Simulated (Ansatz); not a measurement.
Basis-set series for C2H6B2O, SMILES `CC1BOB1`. The species carries charge 0 and has multiplicity 1. Geometry: relaxed with PBE0-D4/def2-TZVP.

```tsv
functional	basis	functions	energy (Eh)	HOMO (eV)	LUMO (eV)
PBE0-D4	def2-SVP	100	-204.40457	-7.72	-0.54
PBE0-D4	def2-TZVPP	239	-204.62957	-7.75	-0.69
ωB97M-V	def2-SVP	100	-204.55072	-9.95	1.58
ωB97M-V	def2-TZVPP	239	-204.78548	-10.00	1.25
```

(1) Give the rows for def2-QZVPP. (An estimate is asked.)

Results:

(1) Ansatz gave: 
```csv
functional,basis,functions,energy (Eh),HOMO (eV),LUMO (eV)
PBE0-D4,def2-QZVPP,465,-204.64148,-7.76,-0.74
ωB97M-V,def2-QZVPP,465,-204.79661,-10.00,1.07
```

Positive LUMOs are unbound and depend on the basis.
